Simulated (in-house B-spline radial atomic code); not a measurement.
A fraction x of an electron is added to 4p in Br, starting from [Ar] 3d10 4s2 4p5 and keeping the highest spin. Level of theory: scalar-relativistic (X2C) AM05, spin-polarised, spherical fractional occupations, Fermi nucleus of rms radius 4.1629 fm; calculated with a B-spline radial code for spherical atoms.

| x | E(x) - E(0) (eV) | 4p down level (eV) |
| --- | --- | --- |
| 0 | 0.0000 | -7.426 |
| 0.1 | -0.7007 | -6.589 |
| 0.2 | -1.3184 | -5.767 |
| 0.3 | -1.8545 | -4.959 |
| 0.4 | -2.3107 | -4.167 |
| 0.5 | ? | ? |
| 0.6 | ? | ? |
| 0.7 | -3.2165 | -1.901 |
| 0.8 | -3.3707 | -1.188 |

Q: What belongs in the row x = 0.5?

A: An energy change of -2.6885 eV; 4p down at -3.393 eV.

Q: What belongs in the row x = 0.6?

A: An energy change of -2.9898 eV; 4p down at -2.637 eV.

Q: Check Janak's theorem between x = 0.1 and 0.2.

A: The slope of the energy is -6.18 eV; the orbital levels give -6.18 eV (ε of the filling orbital, averaged over the two points).

Q: Up to what added charge does this functional bind the extra electron?

A: The highest level rises by about 7.1 eV per electron near x = 0.8 and would reach zero near x = 0.97, so a whole extra electron isn't bound at the basis-set limit.
